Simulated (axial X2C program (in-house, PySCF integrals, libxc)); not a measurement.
**Potential curves of SbS, scalar-relativistic**

Calculated with an axial X2C code built on PySCF integrals. Spin-free means the one-electron spin-free X2C Hamiltonian. Basis: Sb dyall-cv3z [11s12p8d4f1g], S dyall-av3z [9s8p3d2f] (cores contracted in-house); Gaussian nuclei, density fitting, unrestricted open shells. Masses: Sb 120.904 u, S 31.972 u.

State: M_S = 1/2, Λ = 1 (beyond evenly filled blocks: π+α). Energies in cm⁻¹ from the fragments at the same level (Sb + S). Fits are polynomials in 1 − R0/R over 0.85 to 1.23 times the lowest point R0.

```csv
R (Å),BP86,PBE0
1.9262,-18611,-16425
2.0147,-25912,-23275
2.0812,-29186,-26183
2.1476,-31040,-27654
2.2140,-31808,-28029
2.2915,-31680,-27440
2.3690,-30749,-26066
2.4686,-28760,-23635
2.5904,-25616,-20391
2.7675,-20585,-15881
```

One determinant describes the state; a PBE0 search over occupations chose it and may have missed a lower one. Dissociation energies refer to the lowest single-determinant-based atoms at the same level and basis. The functionals have no current-density term, which raises determinants with orbital currents, atoms included. The determinant is spin-polarised beyond a pure state at some levels (its spin-free form has ⟨S²⟩ too high), which makes Re and μ there less reliable.

Problem. Fit the BP86 curve near its minimum: give the equilibrium distance, the harmonic wavenumber and the well depth.

Solution. At BP86, spin-free: Re = 2.241 Å, ωe ≈ 469 cm⁻¹, De = 3.95 eV to Sb + S; Be follows as 0.133 cm⁻¹.

Problem. What are Re, ωe and De at the PBE0 level?

Solution. At PBE0, spin-free: Re = 2.208 Å, ωe ≈ 506 cm⁻¹, De = 3.48 eV to Sb + S; Be follows as 0.137 cm⁻¹.
